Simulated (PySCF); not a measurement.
# Electron correlation in Ga⁺ (gallium, charge +1)

[Ar] 3d10 4s2, closed-shell 1S. Computed with PySCF 2.14 in jorge-DZP-DKH, with the spin-free X2C one-electron Hamiltonian (Gaussian nucleus). Frozen: [Ar] 3d10; 2 electrons correlated.

Total MP2 correlation energy: -21.76 mhartree.

Same-spin part 0.00 and opposite-spin part -21.76 mhartree; SCS-MP2 scales them by 1/3 and 6/5 to -26.11 mhartree.

With two correlated electrons CCSD is exact within the correlated space (frozen core and kept virtual orbitals).

```csv
level,correlation energy (mhartree)
CCSD,-33.12
```

Diagnostics: T1 = 0.0061, D1 = 0.0086, largest double amplitude 0.103.

Cost of the coupled-cluster step: 0.08 s of wall time on 1 thread of Neoverse-V2 (shared host), for 2 correlated electrons.
